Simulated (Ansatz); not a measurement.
CH5FOSSi (`O[SiH](S)CF`). Total charge 0; spin multiplicity 1. The structure was optimised at the PBE0-D4/def2-TZVP level. It is one conformer, not always the lowest.

```xyz
10

O     0.226    1.957    0.014
Si   -0.575    0.535   -0.145
S    -0.550   -0.223   -2.138
C     0.156   -0.810    0.965
F     1.365   -1.269    0.438
H     1.002    2.093   -0.532
H    -1.972    0.804    0.263
H     0.519   -1.000   -1.885
H     0.353   -0.426    1.971
H    -0.524   -1.663    1.049
```

Problem. What is the dipole moment at PBE/def2-TZVPP? (An estimate is asked.)

Solution. The calculation gave: 0.75 D, with components (0.32, -0.14, 0.66) D in this frame, pointing from negative to positive charge.

Problem. And with r2SCAN, B3LYP, ωB97M-V? (Estimate.)

Solution. Computed: r2SCAN 0.78 D, B3LYP 0.71 D, ωB97M-V 0.70 D.

Problem. Give the Mulliken charges with PBE, r2SCAN, ωB97M-V in def2-TZVPP. (Estimate.)

Solution. The calculation gave: 
```
atom    PBE  r2SCAN  ωB97M-V
  O1  -0.35   -0.41    -0.38
 Si2   0.45    0.56     0.47
  S3  -0.28   -0.30    -0.27
  C4  -0.06    0.00    -0.11
  F5  -0.22   -0.25    -0.25
  H6   0.19    0.21     0.19
  H7  -0.07   -0.08    -0.03
  H8   0.13    0.13     0.14
  H9   0.10    0.07     0.12
 H10   0.10    0.07     0.12
```

B3LYP here is the variant with VWN-RPA as its local correlation; programs differ in this.
